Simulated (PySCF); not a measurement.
This PySCF input asks for the NMR shieldings of SMILES n1c([SiH3])ncc(SC)n1, C4H7N3SSi; the geometry comes from GFN2-xTB.

```python
import basis_set_exchange as bse
import numpy as np
from pyscf import gto, dft
from pyscf.prop import nmr

atoms = """
C     3.076445    1.356770   -0.701672
S     2.693143   -0.409342   -0.853435
C     1.025564   -0.401466   -0.361279
C     0.270056   -1.590994   -0.316817
N    -0.981014   -1.552870    0.055110
C    -1.484828   -0.347079    0.382240
Si   -3.296108   -0.273097    0.925357
N    -0.785038    0.769031    0.345005
N     0.466506    0.752940   -0.024094
H     2.423594    1.916820   -1.362855
H     2.920888    1.664919    0.326877
H     4.115813    1.473399   -0.989664
H     0.696455   -2.548631   -0.585512
H    -3.437668   -1.133542    2.100076
H    -4.106630   -0.788067   -0.178232
H    -3.604776    1.120154    1.227483
"""
names = dict.fromkeys(["C", "S", "N", "Si", "H"], "pcSseg-1")
basis = {el: gto.basis.parse(bse.get_basis(n, elements=[el], fmt="nwchem")) for el, n in names.items()}
mol = gto.M(atom=atoms, basis=basis, charge=0, verbose=0)
mf = dft.RKS(mol, xc="PBE0")
mf.grids.level = 2
mf.grids.alignment = dft.numint.BLKSIZE   # the property module wants whole blocks of grid points
mf.conv_tol = 1e-9
mf.kernel()

calc = nmr.RKS(mf)   # GIAO
C = mf.mo_coeff
Co = C[:, mf.mo_occ > 0]
resp = mf.gen_response(singlet=True, hermi=2)
def vind(x):   # induced exchange potential for any number of trial vectors
    d = np.einsum("pi,xij,qj->xpq", C, 2 * x.reshape(-1, C.shape[1], Co.shape[1]), Co, optimize=True)
    return np.einsum("xpq,pi,qj->xij", resp(d - d.transpose(0, 2, 1)), C, Co, optimize=True).ravel()
mo1, _ = nmr.rhf.solve_mo1(calc, with_cphf=vind)
sigma = calc.kernel(mo1)
for i, s in enumerate(sigma):   # ppm
    print("%2d %-2s %9.2f" % (i, mol.atom_pure_symbol(i), np.trace(s) / 3))
```

Problem. What does it print?

Solution. 
```
 0 C     167.64
 1 S     481.33
 2 C      16.10
 3 C      36.78
 4 N     -80.31
 5 C      14.50
 6 Si    421.24
 7 N    -186.05
 8 N    -179.89
 9 H      28.72
10 H      28.72
11 H      29.48
12 H      23.10
13 H      27.05
14 H      27.05
15 H      26.97
```

These numbers come from an equivalent density-fitted implementation of the same equations, which agrees with the script to about 0.01 ppm for H and up to a few tenths of a ppm for heavy atoms, so last digits may differ.

Problem. Turn these shieldings into chemical shifts. Scale: 13C (σref 186.93) and 29Si (σref 349.16) and 1H (σref 31.72) against TMS; 33S (σref 503.73) against CS2; 15N (σref 267.73) against NH3 (reference shieldings calculated alike).

Solution. Averaging equivalent atoms: C 5: 172.4; C 2: 170.8; C 3: 150.1; C 0: 19.3; S 1: 22; N 7: 453.8; N 8: 447.6; N 4: 348.0; Si 6: -72.1; H 12: 8.62; H 13/14/15: 4.70; H 9/10/11: 2.74 ppm. Experimental scales use liquid or dissolved standards, which lie at an offset from isolated NH3 (liquid NH3: subtract about 20 ppm). Unscaled 15N shifts of sp2 nitrogen come out 20 to 40 ppm too high even then.

Size and cost of the density-fitted run: 202 basis functions, 32 s wall time on 1 thread of an Intel Xeon 6975P-C, shared host; peak memory 0.9 GiB.
